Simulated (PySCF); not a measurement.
Geometries of 2 isomers of C4H6GaNO2, from PBE0-D3(BJ)/def2-SVP geometry optimisation, gas phase in PySCF. One conformer each, no zero-point energy, no frequencies.

Question: Which is lower in electronic energy at this level?
A.
```xyz
14
angstrom
N      1.976    0.074    1.191
C      2.264   -0.425    0.054
Ga     0.728   -0.625   -1.188
O     -0.156    1.115   -1.152
C     -1.137    1.406   -0.409
C     -1.856    0.537    0.414
C     -1.574   -0.828    0.504
O     -0.660   -1.459   -0.100
H      2.809    0.152    1.790
H      3.304   -0.721   -0.205
H      0.650   -1.200   -2.636
H     -1.454    2.465   -0.439
H     -2.684    0.938    0.999
H     -2.218   -1.443    1.159
```
B.
```xyz
14
angstrom
N     -2.558   -1.505    0.529
C     -1.822   -0.481    0.694
C     -0.359   -0.554    0.701
C      0.386    0.620    0.884
O      1.640    0.737    0.916
Ga     2.939   -0.720    0.702
O      1.497   -2.046    0.502
C      0.262   -1.811    0.523
H     -3.547   -1.250    0.552
H     -2.227    0.540    0.843
H     -0.185    1.560    1.019
H      3.589   -0.964    2.099
H      3.593   -0.550   -0.704
H     -0.417   -2.672    0.390
```

Answer: B. That is `[H]/N=C/C1=C[O][GaH2-][O+]=C1`, 8.0 kcal/mol below the other.

| SMILES | atoms numbered as above | E (Eh) | relative (kcal/mol) | relative (kJ/mol) | dipole (D) |
| --- | --- | --- | --- | --- | --- |
| [H]/N=C/C1=C[O][GaH2-][O+]=C1 | [H]/[N:1]=[CH:2]/[C:3]1=[CH:4][O:5][GaH2-:6][O+:7]=[CH:8]1 | -2284.94639 | 0.0 | 0.0 | 2.83 |
| [H]/N=[CH]/[Ga@@H-]1[O]C=CC=[O+]1 | [H]/[N:1]=[CH:2]/[Ga@@H-:3]1[O:4][CH:5]=[CH:6][CH:7]=[O+:8]1 | -2284.93358 | 8.0 | 33.6 | 1.39 |
